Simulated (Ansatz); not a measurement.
One change: `CC#[C][GeH2][NH2]` becomes `CC#[C][GeH3]`.

Ansatz, PBE0-D4/def2-TZVP geometries, multiplicity 1. Each molecule was computed in one conformer, which needn't be the lowest.

Scalar relativity is left out up to krypton.

| property | `CC#[C][GeH2][NH2]` |
| --- | --- |
| HOMO–LUMO gap (PBE0/def2-TZVPP) / eV | 7.40 |
| size of the dipole moment (PBE/def2-TZVPP) / D | 2.10 |
| HOMO–LUMO gap (PBE/def2-TZVPP) / eV | 5.14 |
| LUMO energy (PBE0/def2-TZVPP) / eV | 0.13 |
| HOMO–LUMO gap (B3LYP/def2-TZVPP) / eV | 6.90 |
| HOMO energy (ωB97M-V/def2-TZVPP) / eV | -9.58 |

(1) Give the same properties after the change, and the shifts. (An estimate is asked.)

Results:

(1) Ansatz gave: 
| property | `CC#[C][GeH3]` | shift |
| --- | --- | --- |
| HOMO–LUMO gap (PBE0/def2-TZVPP) / eV | 8.12 | 0.72 |
| size of the dipole moment (PBE/def2-TZVPP) / D | 1.17 | -0.93 |
| HOMO–LUMO gap (PBE/def2-TZVPP) / eV | 6.00 | 0.86 |
| LUMO energy (PBE0/def2-TZVPP) / eV | 0.53 | 0.40 |
| HOMO–LUMO gap (B3LYP/def2-TZVPP) / eV | 7.67 | 0.77 |
| HOMO energy (ωB97M-V/def2-TZVPP) / eV | -9.81 | -0.23 |

With PBE0 the HOMO falls by 0.32 eV and the LUMO rises by 0.40 eV, so the gap widens by about 0.72 eV. PBE moves the HOMO by -0.51 eV and ωB97M-V by -0.23 eV. Dipoles are sizes alone; their direction can turn.

B3LYP here is the variant with VWN-RPA as its local correlation; programs differ in this.
